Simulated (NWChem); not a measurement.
System: C$_{4}$H$_{4}$ClF; SMILES F[C@H](C#C)CCl

Here is an NWChem input.

```
start job
memory heap 200 mb stack 900 mb global 1100 mb
geometry units angstroms noautosym nocenter noautoz
  C     -0.692607    -2.974784    -0.045756
  C     -0.246356    -1.864223     0.129930
  C      0.267859    -0.509849     0.343157
  F      1.565935    -0.416612    -0.087068
  C     -0.587776     0.503168    -0.398072
  Cl    -0.085586     2.168123    -0.029561
  H     -1.080785    -3.965545    -0.199529
  H      0.251834    -0.277679     1.423414
  H     -0.490362     0.345310    -1.480965
  H     -1.641316     0.387867    -0.110629
end
basis spherical
  * library def2-svp
end
dft
  xc b3lyp
  iterations 150
end
cosmo
  do_cosmo_smd true
  solvent acetntrl
end
task dft energy
```

Excerpt of the output:

```
             Northwest Computational Chemistry Package (NWChem) 7.3.0
             --------------------------------------------------------

                             Geometry "geometry" -> ""
                             -------------------------

 Output coordinates in angstroms (scale by  1.889725989 to convert to a.u.)

  No.       Tag          Charge          X              Y              Z
 ---- ---------------- ---------- -------------- -------------- --------------
    1 C                    6.0000    -0.69260700    -2.97478400    -0.04575600
    2 C                    6.0000    -0.24635600    -1.86422300     0.12993000
    3 C                    6.0000     0.26785900    -0.50984900     0.34315700
    4 F                    9.0000     1.56593500    -0.41661200    -0.08706800
    5 C                    6.0000    -0.58777600     0.50316800    -0.39807200
    6 Cl                  17.0000    -0.08558600     2.16812300    -0.02956100
    7 H                    1.0000    -1.08078500    -3.96554500    -0.19952900
    8 H                    1.0000     0.25183400    -0.27767900     1.42341400
    9 H                    1.0000    -0.49036200     0.34531000    -1.48096500
   10 H                    1.0000    -1.64131600     0.38786700    -0.11062900

 Effective nuclear repulsion energy (a.u.)     261.1244921906

                                 NWChem DFT Module
                                 -----------------

 Summary of "ao basis" -> "ao basis" (spherical)
 ------------------------------------------------------------------------------
       Tag                 Description            Shells   Functions and Types
 ---------------- ------------------------------  ------  ---------------------
 C                          def2-svp                 6       14   3s2p1d
 F                          def2-svp                 6       14   3s2p1d
 Cl                         def2-svp                 8       18   4s3p1d
 H                          def2-svp                 3        5   2s1p

 in cosmo_initialize ...
 calling solv_data for solv:acetntrl

 solvent parameters
 solvname_short: acetntrl
 solvname_long:  acetonitrile
 dielec:       35.6880
 dielecinf:     1.8069
 nonaqueous SMD model solvent descriptors
 dielec:       35.6880
 sola:          0.0700
 solb:          0.3200
 solc:          0.0000
 solg:         41.2500
 solh:          0.0000
 soln:          1.3442

          ---------------
          -cosmo- solvent
          ---------------
 Cosmo: York-Karplus, doi: 10.1021/jp992097l
 dielectric constant -eps-     =  35.69
 screen = (eps-1)/(eps    )    =   0.97198
 surface charge correction     = lagrangian

   van der Waals surface
 --------------------------

[...]

                                COSMO-SMD solvation results
                                ---------------------------

             internal energy in gas <Psi(g)|H|Psi(g)> =      -714.467844395529
         internal energy in solvent <Psi(s)|H|Psi(s)> =      -714.466370813550
                               delta internal energy  =         0.001473581979 (    0.92 kcal/mol)
   total free energy in solvent <Psi(s)|H+V/2|Psi(s)> =      -714.478040370788
 polarization energy contribution <Psi(s)|V/2|Psi(s)> =        -0.011669557239 (   -7.32 kcal/mol)
    total free energy in solvent including G(SMD-CDS) =      -714.477974462026
                       G(SMD-CDS) energy contribution =         0.000065908762 (    0.04 kcal/mol)
     1 M fixed-concentration free energy of solvation =        -0.010130066497 (   -6.36 kcal/mol)

                       DFT Final Molecular Orbital Analysis
                       ------------------------------------

 Vector   25  Occ=2.000000D+00  E=-3.033739D-01
              MO Center= -2.9D-01, -4.0D-01,  2.7D-02, r^2= 6.2D+00
   Bfn.  Coefficient  Atom+Function         Bfn.  Coefficient  Atom+Function
  ----- ------------  ---------------      ----- ------------  ---------------
    81      0.404098   6 Cl px               78      0.297065   6 Cl px
    20      0.248545   2 C  pz                6      0.244135   1 C  pz
     4     -0.189946   1 C  px               18     -0.179320   2 C  px
    75      0.172302   6 Cl px                9      0.146304   1 C  pz
    23      0.142352   2 C  pz               82     -0.130852   6 Cl py

 Vector   26  Occ=2.000000D+00  E=-2.969362D-01
              MO Center= -2.5D-01,  9.6D-01, -7.9D-02, r^2= 4.9D+00
   Bfn.  Coefficient  Atom+Function         Bfn.  Coefficient  Atom+Function
  ----- ------------  ---------------      ----- ------------  ---------------
    83      0.463683   6 Cl pz               80      0.335792   6 Cl pz
    81     -0.312794   6 Cl px               78     -0.224854   6 Cl px
    77      0.194798   6 Cl pz                4     -0.155500   1 C  px
    18     -0.148668   2 C  px               99      0.144305   9 H  s
   104     -0.137284  10 H  s                 6      0.131521   1 C  pz

 Vector   27  Occ=2.000000D+00  E=-2.899335D-01
              MO Center= -3.1D-01, -1.1D+00,  3.6D-02, r^2= 5.1D+00
   Bfn.  Coefficient  Atom+Function         Bfn.  Coefficient  Atom+Function
  ----- ------------  ---------------      ----- ------------  ---------------
     6      0.304890   1 C  pz               20      0.267529   2 C  pz
    81     -0.206393   6 Cl px                9      0.185865   1 C  pz
    83     -0.176352   6 Cl pz               82      0.162134   6 Cl py
     4      0.159220   1 C  px               78     -0.148396   6 Cl px
    23      0.146777   2 C  pz               34     -0.145048   3 C  pz

 Vector   28  Occ=0.000000D+00  E= 2.782210D-03
              MO Center= -2.9D-01, -1.5D+00,  2.7D-02, r^2= 4.4D+00
   Bfn.  Coefficient  Atom+Function         Bfn.  Coefficient  Atom+Function
  ----- ------------  ---------------      ----- ------------  ---------------
    59     -0.527479   5 C  s                 7      0.524211   1 C  px
    21     -0.418149   2 C  px                4      0.358703   1 C  px
    82     -0.353558   6 Cl py               18     -0.318615   2 C  px
    35     -0.280071   3 C  px               74      0.226405   6 Cl s
    45      0.220872   4 F  s                 8     -0.182656   1 C  py

 Vector   29  Occ=0.000000D+00  E= 1.585090D-02
              MO Center= -3.3D-01, -1.5D+00,  1.1D-01, r^2= 4.5D+00
   Bfn.  Coefficient  Atom+Function         Bfn.  Coefficient  Atom+Function
  ----- ------------  ---------------      ----- ------------  ---------------
    59      0.701316   5 C  s                 9     -0.581703   1 C  pz
    95     -0.534518   8 H  s                23      0.460847   2 C  pz
     6     -0.363502   1 C  pz               20      0.352901   2 C  pz
    82      0.325902   6 Cl py               22     -0.299311   2 C  py
    74     -0.284310   6 Cl s                 3     -0.260499   1 C  s

 Vector   30  Occ=0.000000D+00  E= 6.903265D-02
              MO Center= -5.8D-01, -1.2D-01, -1.1D-01, r^2= 5.4D+00
   Bfn.  Coefficient  Atom+Function         Bfn.  Coefficient  Atom+Function
  ----- ------------  ---------------      ----- ------------  ---------------
    59      0.917331   5 C  s                31      0.758646   3 C  s
   105     -0.727997  10 H  s                64      0.651920   5 C  py
    82      0.559101   6 Cl py               74     -0.487813   6 Cl s
    23     -0.425831   2 C  pz              100     -0.427607   9 H  s
    61      0.413124   5 C  py               95     -0.367106   8 H  s

     Multipole analysis of the density
     ---------------------------------

     L   x y z        total         alpha         beta         nuclear
     -   - - -        -----         -----         ----         -------
     0   0 0 0     -0.000000    -27.000000    -27.000000     54.000000

     1   1 0 0     -1.024841     -2.519824     -2.519824      4.014806
     1   0 1 0     -0.775202     -0.883095     -0.883095      0.990987
     1   0 0 1      0.062568      1.428079      1.428079     -2.793589

     2   2 0 0    -31.509292    -73.080111    -73.080111    114.650929
     2   1 1 0      2.334880    -11.166689    -11.166689     24.668259
     2   1 0 1      0.756889     -3.641294     -3.641294      8.039477
     2   0 2 0    -28.517407   -325.966275   -325.966275    623.415142
     2   0 1 1      0.412464      7.008342      7.008342    -13.604219
     2   0 0 2    -29.502738    -25.688930    -25.688930     21.875123
```

Level: B3LYP/def2-SVP, SMD on the gas-phase geometry. The geometry was optimised at PBE0/def2-SVP. Solvent: acetonitrile.
